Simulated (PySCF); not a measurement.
Species: C6H9N.
Atom-mapped SMILES: `[CH2:1]=[C:2]1[CH2:3][C@@H:4]1/[CH:5]=[N:6]/[CH3:7]` (hydrogens: H8, H9 on C1; H10, H11 on C3; H12 on C4; H13 on C5; H14, H15, H16 on C7)

Geometry (PBE0-D3(BJ)/def2-SVP, Å), atoms numbered from 1 in this order:
```xyz
16
C6H9N angstrom
C     -2.7239    0.4304    0.7742
C     -1.8633    0.0418   -0.1519
C     -1.4737   -0.8992   -1.1888
C     -0.5558    0.2699   -0.7918
C      0.6768   -0.0112   -0.0289
N      1.7250    0.6846   -0.1550
C      2.8728    0.3425    0.6327
H     -3.6635   -0.1061    0.9343
H     -2.5209    1.3027    1.4016
H     -1.1635   -1.9089   -0.8944
H     -1.9500   -0.8429   -2.1732
H     -0.4601    1.0995   -1.5003
H      0.6202   -0.8739    0.6723
H      3.1621    1.2027    1.2589
H      3.7314    0.1428   -0.0294
H      2.7253   -0.5373    1.2923
```

The calculation used PBE0-D3(BJ)/def2-SVP geometry optimisation, gas phase in PySCF.

Masses are those of the commonest isotopes; rigid-rotor values at the optimised geometry. The values belong to one conformer with, in the numbering `[CH2:1]=[C:2]1[CH2:3][C@@H:4]1/[CH:5]=[N:6]/[CH3:7]`, C3–C4–C5–N6 148°.

Problem. What are A, B and C (MHz)?

Solution. Ia = 74.05, Ib = 384.60, Ic = 425.77 u·Å²; 505379 MHz·u·Å²/I gives A = 6825, B = 1314, C = 1187 MHz.

Problem. Classify the top.

Solution. A near-prolate asymmetric top: κ = (2 × 1314 − 6825 − 1187)/(6825 − 1187) = -0.95.

Problem. What does the inertial defect say?

Solution. Not planar: Δ = Ic − Ia − Ib = -32.88 u·Å². For a rigid frame Δ = −2 Σ m c², so Σ m c² = 16.44 u·Å² lies off the ab plane: 8.34 from hydrogen and 8.10 from heavier atoms. The atom farthest from that plane is 1.55 Å away.

Problem. Give the other two planar moments, Paa and Pbb, and the rms extents of the mass along the axes.

Solution. Paa = Σ m a² = (Ib + Ic − Ia)/2 = 368.16 and Pbb = Σ m b² = (Ia + Ic − Ib)/2 = 57.61 u·Å². With the mass M = 95.07 u, the rms extents √(P/M) along a, b and c are 1.97, 0.78, 0.42 Å.

Problem. List the rotational levels J(Ka,Kc) to J = 2 (MHz).

Solution. Above 0(0,0):
J = 1: 1(0,1) 2501, 1(1,1) 8012, 1(1,0) 8139
J = 2: 2(0,2) 7501, 2(1,2) 12887, 2(1,1) 13268, 2(2,1) 29802, 2(2,0) 29804

Problem. Which lines would a microwave search look for?

Solution. The dipole components are |μa| = 0.54 D, |μb| = 0.06 D, |μc| = 1.25 D. Intensities carry the squares of the components, which stand as 0.19 : 0.00 : 1.00 (a : b : c). Some lines, for components of 0.1 D or more:

| type | branch | J(Ka,Kc) | MHz | lower level (cm⁻¹) |
| --- | --- | --- | --- | --- |
| a | Q | 2(1,1) ← 2(1,2) | 381 | 0.430 |
| a | R | 1(0,1) ← 0(0,0) | 2501 | 0.000 |
| a | R | 2(1,2) ← 1(1,1) | 4875 | 0.267 |
| a | R | 2(0,2) ← 1(0,1) | 5000 | 0.083 |
| a | R | 2(1,1) ← 1(1,0) | 5129 | 0.271 |
| c | Q | 2(1,2) ← 2(0,2) | 5386 | 0.250 |
| c | Q | 1(1,1) ← 1(0,1) | 5511 | 0.083 |
| c | R | 1(1,0) ← 0(0,0) | 8139 | 0.000 |
| c | R | 2(1,1) ← 1(0,1) | 10767 | 0.083 |
| c | Q | 2(2,1) ← 2(1,1) | 16533 | 0.443 |
| c | R | 2(2,0) ← 1(1,0) | 21665 | 0.271 |
| c | R | 2(2,1) ← 1(1,1) | 21789 | 0.267 |

Problem. Estimate the classical rotational partition function at 10 K, 100 K and 298.15 K.

Solution. Point group C1, symmetry number σ = 1; q = (√π/σ)·√((kT/h)³/(ABC)), k/h = 20836.6 MHz/K: 1630 at 10 K, 51700 at 100 K, 266000 at 298.15 K.

No PBE0-D3(BJ)/def2-SVP frequencies stand behind this structure, so it isn't proved a minimum. Zero-point vibration and centrifugal distortion are left out. A rigid rotor knows nothing of internal rotation, which can split or shift real lines. Quadrupole hyperfine structure (14N) is left out.
